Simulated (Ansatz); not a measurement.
CH6OSi, SMILES `CO[SiH3]` (charge 0, multiplicity 1).

The numbers are results of frozen-core CCSD(T)/6-31g // B3LYP-D3(BJ)/def2-TZVP (Ansatz, a first-principles code), not measurements.

Ansatz 0.2 input:
```yaml
crystal:
  periodic: [false, false, false]
  atoms:
    - { symbol: C, position_ang: [-1.318333, -0.043666, 0.491277] }
    - { symbol: O, position_ang: [-0.141554, 0.735475, 0.349887] }
    - { symbol: Si, position_ang: [1.273683, 0.137153, -0.238707] }
    - { symbol: H, position_ang: [-1.160268, -0.884157, 1.174983] }
    - { symbol: H, position_ang: [-1.656059, -0.434595, -0.474114] }
    - { symbol: H, position_ang: [-2.099706, 0.596142, 0.900611] }
    - { symbol: H, position_ang: [2.238542, 1.253918, -0.224344] }
    - { symbol: H, position_ang: [1.097418, -0.376887, -1.621438] }
    - { symbol: H, position_ang: [1.766281, -0.983381, 0.603315] }
basis:
  gaussian: { orbitals: "6-31g" }
correlation:
  method: ccsd_t
```

Output:

```
Functional definition: HF
534 factors; integrals over basis functions are off by at most 2.0e-4 eV
mean field evaluation 1: about -11019.9998 eV, gradient 2.8e1 eV
mean field evaluation 2: about -11020.0052 eV, gradient 2.8e1 eV
mean field evaluation 4: about -11021.7292 eV, gradient 2.2e0 eV
mean field evaluation 8: about -11021.7451 eV, gradient 2.2e-4 eV
mean field evaluation 16: about -11021.7448 eV, gradient 3.0e-1 eV
mean field -11021.74507761 eV, -405.0416607951 hartree, gradient 8.6e-6 eV, S^2 0.000000; 0 other end points of the search recorded, 0 dependent functions left out
7 core orbitals not correlated
reference -11021.74507761 eV, -405.0416607951 hartree; 10, 10 occupied and 26, 26 virtual orbitals, 534 factors
second order -7.28101957 eV of doubles, -0.00000000 eV of singles
cycle   1  -7.75118384 eV  change   -4.7e-1 eV  update   8.0e-2
cycle   2  -8.07725510 eV  change   -3.3e-1 eV  update   2.6e-2
cycle   3  -8.16398474 eV  change   -8.7e-2 eV  update   1.2e-2
cycle   4  -8.16342092 eV  change    5.6e-4 eV  update   2.1e-3
cycle   5  -8.16382412 eV  change   -4.0e-4 eV  update   6.5e-4
cycle   6  -8.16392052 eV  change   -9.6e-5 eV  update   1.9e-4
cycle   7  -8.16384092 eV  change    8.0e-5 eV  update   6.2e-5
cycle   8  -8.16383578 eV  change    5.1e-6 eV  update   2.2e-5
perturbative correction -0.14685038 eV, -0.0053966518 hartree
Total energy: -11030.05576377 eV, -405.3470728783 hartree
```
